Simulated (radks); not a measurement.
Results of a calculation; reference values are marked as such.
Q: All-electron atom: the manganese ion Mn5+ in [Ar] 3d2. Level of theory: Dirac Kohn-Sham, LDA (Slater exchange, Perdew-Wang correlation), spin-unpolarised, spherical densities, finite nucleus; open shells fill j = l - 1/2 first; Fermi nuclear charge, rms radius 3.7057 fm (a radial shooting solver on a logarithmic mesh with Libxc functionals). Some entries of the table are withheld. Estimate them.

| orbital | occ. | eigenvalue (eV) | r(max) (bohr) |
|---|---|---|---|
| 1s1/2 | 2 | -6497.580 | 0.03994 |
| 2s1/2 | 2 | -828.3923 | 0.2331 |
| 2p1/2 | 2 | -722.7566 | 0.1868 |
| 2p3/2 | 4 | -712.3634 | 0.1892 |
| 3s1/2 | 2 | -164.7202 | 0.7254 |
| 3p1/2 | 2 | (1) | (2) |
| 3p3/2 | 4 | (3) | (4) |
| 3d3/2 | 2 | (5) | (6) |
| 3d5/2 | 0 | (7) | (8) |

A: 
(1) 3p1/2 eigenvalue (eV): -133.8833
(2) 3p1/2 r(max) (bohr): 0.7292
(3) 3p3/2 eigenvalue (eV): -132.4429
(4) 3p3/2 r(max) (bohr): 0.7357
(5) 3d3/2 eigenvalue (eV): -82.8869
(6) 3d3/2 r(max) (bohr): 0.6901
(7) 3d5/2 eigenvalue (eV): -82.7055
(8) 3d5/2 r(max) (bohr): 0.6919
